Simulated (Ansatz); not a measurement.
Molecule: C₄H₄NS, net charge -1, singlet state. It need not be the lowest isomer of its formula. Whether it binds its extra electron was not tested at this geometry. 
Structure (B3LYP-D3(BJ)/def2-TZVP (Ansatz, an electronic-structure program) minimum search):
```
C
C 1 1.3728
H 2 1.0822 1 128.51
N 1 1.4276 2 122.91 3 -0.05
H 4 1.0128 1 112.42 2 -43.59
H 4 1.0134 5 109.65 1 118.93
C 1 1.4428 2 117.05 3 178.47
C 7 1.3569 1 107.46 2 -0.11
H 8 1.0837 7 129.69 1 179.42
S 2 1.7307 3 120.31 1 178.37
```
Charge -1, spin multiplicity 1.

Basis-set convergence of Hartree-Fock and CCSD(T) correlation energies (hartree) with Ansatz. Valence correlation only, unless marked. Spin-orbit coupling is left out. No relativistic terms.

The Hartree-Fock reference is unstable (checked in the largest basis), which strains HF and MP2. 

```json
[
 {"basis": "aug-cc-pV(D+d)Z", "functions": "183", "E(HF)": "-605.73392", "E(corr, CCSD(T))": "-0.96138"},
 {"basis": "aug-cc-pV(T+d)Z", "functions": "377", "E(HF)": "-605.79158", "E(corr, CCSD(T))": "-1.13735"},
 {"basis": "aug-cc-pV(Q+d)Z", "functions": "673", "E(HF)": "-605.80666", "E(corr, CCSD(T))": "-1.18977"}
]
```

Extrapolating the two largest sets (X = 3 and 4) as X^-3: E(corr) = (64·(-1.18977) - 27·(-1.13735))/37 = -1.2280 Eh, an estimate of the basis-set limit. The largest set recovers 96.9 % of it, the smallest 78.3 %.
